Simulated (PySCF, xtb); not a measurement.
CsF, SMILES [Cs][F].

Harmonic wavenumbers (cm⁻¹) from xtb with GFN2-xTB at its own minimum, in rising order: 199.

Task: What does PBE0-D3(BJ)/def2-TZVPD (PySCF) give at its own minimum? (The exact figures need the calculation; the answer reports its results.)

Result: 354. Paired by order, the mean absolute difference is 155 cm⁻¹ and the zero-point energies are 0.3 and 0.5 kcal/mol.
